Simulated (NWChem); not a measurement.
System: BeSiH4; SMILES [BeH][SiH3]

```xyz
6

Be    -0.0002    -1.6635     0.0062
H     -0.0014    -3.0035     0.0095
Si    -0.0018     0.5297     0.0010
H      1.1720     1.0956    -0.7433
H      0.0530     1.0966     1.3895
H     -1.2347     1.0898    -0.6460
```
Atoms are numbered in this order, from 1.

All runs use the structure optimised with PBE0/def2-SVP.

 Unshifted, non-relativistic core excitations; the lowest 4 roots alone, so stronger bands may lie above.

List the first Si K-edge excitations from B3LYP/def2-TZVP, restricted-window TDA (NWChem).


```json
[
 {"state": "S1", "energy (eV)": "1795.5", "dipole oscillator strength": "0.0003", "leading excitation (squared amplitude)": "1s of atom 3 or its equivalents → LUMO (0.99)"},
 {"state": "S2", "energy (eV)": "1795.5", "dipole oscillator strength": "0.0003", "leading excitation (squared amplitude)": "1s of atom 3 or its equivalents → LUMO+1 (0.99)"},
 {"state": "S3", "energy (eV)": "1797.4", "dipole oscillator strength": "0.0000", "leading excitation (squared amplitude)": "1s of atom 3 or its equivalents → LUMO+2 (0.95)"},
 {"state": "S4", "energy (eV)": "1798.3", "dipole oscillator strength": "0.0016", "leading excitation (squared amplitude)": "1s of atom 3 or its equivalents → LUMO+3 (0.76)"}
]
```
